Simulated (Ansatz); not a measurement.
Program: Ansatz. Geometries: PBE0-D4/def2-TZVP. ΔE: electronic, gas phase. CCSD(T)/CBS adds triple-zeta CCSD(T) − MP2 to the extrapolated MP2 energy (def2 sets, frozen cores). This one scheme is used for every species, atoms too. DFT in def2-TZVPP. HSE06 is defined as in plane-wave codes. Open shells (•) are unrestricted, without spin–orbit coupling. Spin–orbit coupling would lower the free atoms: a little for Cl. def2 core potentials past Kr. For In outer-core shells are correlated without core-valence functions, so the limit isn't a true one: a few kJ/mol of doubt a bond, and 10 to 20 or more in all where bonds break to atoms. One conformer a species, not always the lowest.

Consider the homolysis of the Cl–In bond: `[CH3][In]([NH2])[Cl]` → Cl• + `[CH3][In][NH2]`•.

Problem. What is ΔE at CCSD(T)/CBS? (Estimate.)

Solution. Computed: +426.3 kJ/mol.

Problem. What do these levels give: LDA (SPW92), revPBE-D4, BLYP-D4, r2SCANh-D4, HSE06-D4, BHLYP-D4, PBE, revPBE, BLYP, PBE0, CAM-B3LYP, HF/def2-SVP? (An estimate is asked.)

Solution. Ansatz gave: LDA (SPW92) 464.9, revPBE-D4 393.0, BLYP-D4 385.2, r2SCANh-D4 409.2, HSE06-D4 412.5, BHLYP-D4 396.2, PBE 406.0, revPBE 385.9, BLYP 377.3, PBE0 408.6, CAM-B3LYP 401.0, HF/def2-SVP 313.9 kJ/mol.

Largest T1 diagnostic among the species: 0.017.

The D4 term adds +6.6 kJ/mol with B3LYP and +3.8 kJ/mol with PBE0; it sums over pairs of atoms, weighted by their polarisabilities, and B3LYP, whose exchange is more repulsive, gets the larger term. In def2-TZVPP, CCSD(T) changes the Hartree–Fock value by +90.5 kJ/mol (the triples alone add +8.9 kJ/mol) and MP2 by +112.8 kJ/mol; breaking electron pairs costs correlation energy, which Hartree–Fock lacks. At CCSD(T), def2-SVP lies −42.1 kJ/mol from the extrapolated value and def2-TZVPP −19.3 kJ/mol: correlation converges slowly with the basis, and small sets miss more of it in the bonded molecule than in its fragments.

B3LYP here is the variant with VWN-RPA as its local correlation; programs differ in this.
